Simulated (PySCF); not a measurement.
A geometry optimisation, step by step.

Compound: C6H15P.
Atom-mapped SMILES: `[CH3:1][CH2:2][P:3]([CH2:4][CH3:5])[CH2:6][CH3:7]` (hydrogens: H8, H9, H10 on C1; H11, H12 on C2; H13, H14 on C4; H15, H16, H17 on C5; H18, H19 on C6; H20, H21, H22 on C7)

Method: PySCF, PBE0-D3(BJ)/def2-SVP geometry optimisation, gas phase; density fitting, grid level 1; the optimiser is geomeTRIC in internal coordinates, started from a GFN2-xTB structure with every atom displaced at random (about 0.01 Å). The frame can shift and turn from step to step; on so coarse a grid that alone can change the energy by a few meV, and forces under 0.02 eV/Å are noise.

Step 0: E = -15737.4153 eV, largest atomic force 1.645 eV/Å
```
atom  x, y, z in Å  |  force x, y, z in eV/Å
C1     -1.583   -2.291    0.335   -0.353   1.440   0.517
C2     -0.274   -1.552    0.472    0.079   0.105  -0.122
P3     -0.149   -0.083   -0.682    0.722   0.098   0.783
C4      1.587    0.515   -0.128   -1.539  -0.218  -0.350
C5      2.678   -0.324   -0.735    0.442   1.038   0.651
C6     -1.163    1.124    0.317    0.167  -0.117  -0.268
C7     -1.205    2.496   -0.323   -1.541  -0.574   0.057
H8     -2.412   -1.617    0.630    0.001  -0.251   0.028
H9     -1.768   -2.554   -0.685   -0.170  -0.486  -1.070
H10    -1.628   -3.162    0.961   -0.049  -0.799   0.488
H11    -0.122   -1.226    1.517    0.099   0.028  -0.050
H12     0.543   -2.236    0.215    0.285  -0.047  -0.015
H13     1.624    1.557   -0.474    0.222   0.120   0.056
H14     1.593    0.508    0.976    0.143   0.060  -0.032
H15     2.597   -0.343   -1.810    0.012  -0.067  -0.814
H16     2.643   -1.330   -0.359    0.055  -0.915   0.236
H17     3.651    0.113   -0.458    0.127  -0.193  -0.137
H18    -2.180    0.712    0.373   -0.131  -0.068   0.059
H19    -0.771    1.176    1.342    0.037  -0.048   0.183
H20    -0.255    2.967   -0.337    1.344   0.666  -0.049
H21    -1.903    3.152    0.221    0.041   0.070  -0.050
H22    -1.567    2.402   -1.357    0.008   0.158  -0.104
```

Step 1: E = -15737.5788 eV, largest atomic force 0.382 eV/Å
```
atom  x, y, z in Å  |  force x, y, z in eV/Å
C1     -1.642   -2.253    0.418   -0.051  -0.207  -0.115
C2     -0.310   -1.534    0.548    0.092   0.035   0.031
P3     -0.161   -0.049   -0.564    0.078   0.045   0.031
C4      1.519    0.564   -0.029   -0.069  -0.059  -0.033
C5      2.665   -0.256   -0.603   -0.106  -0.152  -0.078
C6     -1.226    1.147    0.383   -0.012  -0.055   0.076
C7     -1.300    2.527   -0.249    0.346   0.163  -0.010
H8     -2.481   -1.621    0.736   -0.074   0.073   0.039
H9     -1.837   -2.546   -0.630    0.039   0.006   0.135
H10    -1.674   -3.167    1.039    0.029   0.098  -0.086
H11    -0.126   -1.230    1.595   -0.002  -0.008  -0.013
H12     0.513   -2.214    0.270   -0.027   0.011   0.005
H13     1.596    1.606   -0.378   -0.008   0.015   0.008
H14     1.566    0.592    1.075   -0.003   0.014  -0.001
H15     2.604   -0.301   -1.704    0.033  -0.007   0.095
H16     2.646   -1.295   -0.228    0.025   0.096  -0.059
H17     3.642    0.169   -0.334    0.054   0.038   0.022
H18    -2.236    0.705    0.422    0.011  -0.012   0.001
H19    -0.867    1.206    1.427   -0.027   0.014  -0.031
H20    -0.310    3.029   -0.262   -0.249  -0.132   0.005
H21    -1.985    3.185    0.305   -0.045   0.028   0.025
H22    -1.649    2.471   -1.290   -0.032  -0.003  -0.050
```

Step 2: E = -15737.5824 eV, largest atomic force 0.073 eV/Å
```
atom  x, y, z in Å  |  force x, y, z in eV/Å
C1     -1.642   -2.256    0.415   -0.039  -0.017  -0.014
C2     -0.311   -1.532    0.551    0.013   0.019   0.001
P3     -0.161   -0.047   -0.560   -0.005   0.006   0.012
C4      1.516    0.559   -0.029   -0.010  -0.025  -0.021
C5      2.663   -0.258   -0.607   -0.010  -0.007  -0.001
C6     -1.227    1.150    0.386   -0.003  -0.014   0.010
C7     -1.296    2.531   -0.248    0.060   0.040  -0.011
H8     -2.487   -1.625    0.733    0.013  -0.002   0.000
H9     -1.830   -2.552   -0.629    0.011  -0.001   0.015
H10    -1.668   -3.167    1.034    0.005   0.007  -0.004
H11    -0.129   -1.229    1.598   -0.006  -0.004   0.000
H12     0.513   -2.211    0.274   -0.002  -0.002  -0.002
H13     1.592    1.604   -0.374    0.006   0.003   0.005
H14     1.565    0.586    1.075    0.011   0.007   0.001
H15     2.607   -0.299   -1.707    0.006   0.008   0.005
H16     2.651   -1.297   -0.240    0.001   0.009  -0.003
H17     3.639    0.172   -0.334    0.000   0.002   0.002
H18    -2.237    0.707    0.424    0.004  -0.002  -0.005
H19    -0.872    1.211    1.431   -0.003   0.007   0.002
H20    -0.311    3.027   -0.260   -0.035  -0.024   0.004
H21    -1.984    3.191    0.303   -0.008  -0.006  -0.003
H22    -1.645    2.474   -1.291   -0.011  -0.003   0.006
```

Step 3: E = -15737.5827 eV, largest atomic force under 0.02 eV/Å
```
atom  x, y, z in Å  |  force x, y, z in eV/Å
C1     -1.643   -2.259    0.414   -0.007   0.006  -0.001
C2     -0.314   -1.532    0.553    0.004   0.006  -0.002
P3     -0.162   -0.047   -0.557   -0.006  -0.002   0.006
C4      1.516    0.557   -0.028   -0.004  -0.008  -0.006
C5      2.663   -0.256   -0.611    0.003   0.005   0.001
C6     -1.227    1.151    0.389    0.006  -0.002   0.002
C7     -1.294    2.532   -0.248   -0.005   0.003  -0.004
H8     -2.490   -1.629    0.729    0.004  -0.002  -0.002
H9     -1.826   -2.557   -0.630    0.001  -0.002  -0.005
H10    -1.668   -3.170    1.032    0.001  -0.003   0.006
H11    -0.136   -1.230    1.601   -0.003  -0.003   0.001
H12     0.511   -2.210    0.278    0.004   0.001   0.000
H13     1.592    1.603   -0.371   -0.003   0.002   0.003
H14     1.569    0.582    1.075    0.004   0.003   0.002
H15     2.608   -0.292   -1.710    0.002   0.004  -0.005
H16     2.654   -1.296   -0.248   -0.002  -0.006   0.001
H17     3.639    0.174   -0.336   -0.003  -0.002   0.001
H18    -2.237    0.709    0.425    0.000  -0.001  -0.003
H19    -0.874    1.214    1.434   -0.001   0.001   0.002
H20    -0.310    3.026   -0.259    0.009   0.002   0.001
H21    -1.982    3.193    0.302   -0.001  -0.003  -0.002
H22    -1.643    2.473   -1.290   -0.004   0.000   0.004
```

Q: Summarise the path.

A: The energy falls by 16.15 kJ/mol from step 0 to step 3; nine tenths of that is first reached at step 1. It falls at every step. The largest force goes from 1.645 to under 0.02 eV/Å. Among the bonds P3–C4 changes most, from 1.918 to 1.861 Å; the atoms move by 0.037 Å rms after alignment.

The cost below is that of the whole optimisation. Time: 61 s of wall time; peak memory 0.76 GiB. Hardware: one thread of an Arm Neoverse V1, shared host with 32 logical CPUs at a one-minute load of 12.
